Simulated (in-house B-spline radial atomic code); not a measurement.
RPA and G0W0 for Zr7+, [Ar] 3d10 4s2 4p3, highest spin, as one setting changes: the highest l of the empty states. Start: r2SCAN. A dash marks a level of low quasi-particle weight. Computed with a B-spline radial code for spherical atoms: all electrons, scalar-relativistic (spin-free one-electron X2C), finite nucleus, each spin shell either full or empty, empty states to the listed l with an (l + 1/2)⁻⁴ tail; G0W0 by contour deformation at full frequency.

| highest l of the empty states | RPA summed (Eh) | RPA extrapolated (Eh) | G0W0 level (eV) |
| --- | --- | --- | --- |
| 4 | -2.1865 | -2.5042 | 4p up -135.50 |
| 5 | -2.3255 | -2.5191 | 4p up -135.50 |
| 6 | ? | ? | ? |
| 7 | -2.4286 | -2.5014 | 4p up -135.48 |
| 8 | -2.4482 | -2.4946 | 4p up -135.48 |
| 9 | ? | ? | ? |
| 10 | -2.4671 | -2.4893 | 4p up -135.48 |
| 11 | -2.4719 | -2.4881 | 4p up -135.47 |

Question: What belongs in the row for 9?

Answer: RPA summed (Eh): -2.4598; RPA extrapolated (Eh): -2.4912; G0W0 level (eV): 4p up -135.48.

Question: What belongs in the row for 6?

Answer: RPA summed (Eh): -2.393; RPA extrapolated (Eh): -2.509; G0W0 level (eV): 4p up -135.49.
